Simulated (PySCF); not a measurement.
A mixed set of molecules. Theory: TDDFT PBE0/def2-SVPD, vertical, gas phase, core orbitals frozen in the response in PySCF 2.14.0, density-fitted response routines. Geometries: GFN2-xTB; one conformer of each isolated species. Triplets are in the Tamm–Dancoff approximation.

Question: Rank by computed LUMO energy, highest first.
A. `CCc1ccno1`
B. `Fc1ncsn1`
C. `FC1([SiH3])CCC1`
D. `CSc1nn(C)nc1`
E. `c1cn(C)cc1O`
F. `[H]/N=C\CC=C`
G. `S=[P@H]1C(=CC=C1)C`

Answer: E (0.64 eV), C (0.38 eV), D (-0.17 eV), A (-0.32 eV), F (-0.57 eV), B (-1.77 eV), G (-2.17 eV).

```
          SMILES  LUMO (eV)  f (S1)  first f ≥ 0.01 (nm)  α (au)  HOMO (eV)     S1 mainly
     Cn1ccc(O)c1       0.64   0.002                  213    69.3      -5.72     H→L (79%)
 FC1([SiH3])CCC1       0.38   0.031                  175    72.9      -7.87     H→L (96%)
    CSc1cnn(C)n1      -0.17   0.108                  238    89.2      -6.22     H→L (92%)
       CCc1ccno1      -0.32   0.113                  194    66.5      -7.40   H-1→L (50%)
    [H]/N=C\CC=C      -0.57   0.011                  246    57.6      -7.27     H→L (82%)
        Fc1ncsn1      -1.77   0.001                  216    51.3      -8.25  H-1→L (100%)
CC1=CC=C[P@H]1=S      -2.17   0.000                  368   102.0      -6.64     H→L (99%)
```

H and L stand for HOMO and LUMO.

- `Cn1ccc(O)c1`: Löwdin shares by element: HOMO carbon 60% or more, oxygen 16% (atoms not listed hold the other 23%); LUMO carbon 29% or more, oxygen 18%, hydrogen 12% or more (atoms not listed hold the other 41%).
- `FC1([SiH3])CCC1`: Löwdin shares by element: HOMO carbon 35% or more, fluorine 17%, silicon 17% (atoms not listed hold the other 32%); LUMO silicon 36%, hydrogen 27% or more (atoms not listed hold the other 37%).
- `CSc1cnn(C)n1`: Löwdin shares by element: HOMO sulfur 48%, carbon 20% or more, nitrogen 11% or more (atoms not listed hold the other 22%); LUMO nitrogen 68%, carbon 11% or more (atoms not listed hold the other 21%).
- `CCc1ccno1`: Löwdin shares by element: HOMO carbon 56% or more, nitrogen 26% (atoms not listed hold the other 18%); LUMO carbon 36% or more, nitrogen 21%, oxygen 16% (atoms not listed hold the other 27%).
- `[H]/N=C\CC=C`: Löwdin shares by element: HOMO nitrogen 47%, carbon 32% or more (atoms not listed hold the other 21%); LUMO carbon 55% or more, nitrogen 21% (atoms not listed hold the other 24%).
- `Fc1ncsn1`: Löwdin shares by element: HOMO sulfur 36%, carbon 30%, nitrogen 18% or more (atoms not listed hold the other 17%); LUMO nitrogen 32%, carbon 31% or more, sulfur 24%.
- `CC1=CC=C[P@H]1=S`: Löwdin shares by element: HOMO (one of a set within 0.03 eV) sulfur 64%, carbon 14% or more, phosphorus 11%; LUMO carbon 69% or more (atoms not listed hold the other 31%).
